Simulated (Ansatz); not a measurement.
Consider the redistribution: `CBC(O)F` + `CC[SiH2][SiH3]` → `CB[SiH2]CC` + `OC(F)[SiH3]`.

Gas-phase electronic energies from Ansatz, PBE0-D4/def2-TZVP geometries. CCSD(T)/CBS adds triple-zeta CCSD(T) − MP2 to the extrapolated MP2 energy (def2 sets, frozen cores). Each species was taken in one conformer, which may not be the lowest.

| level | ΔE (eV) |
| --- | --- |
| SCS-MP2/def2-TZVPP | 0.43 |
| MP2/CBS(def2) | 0.43 |

(1) What does CCSD(T)/CBS give? (An estimate is asked.)

Largest T1 diagnostic among the species: 0.012.

## Answers

(1) The calculation gave: +0.44 eV. The listed levels differ from it by -0.01, -0.01 eV.
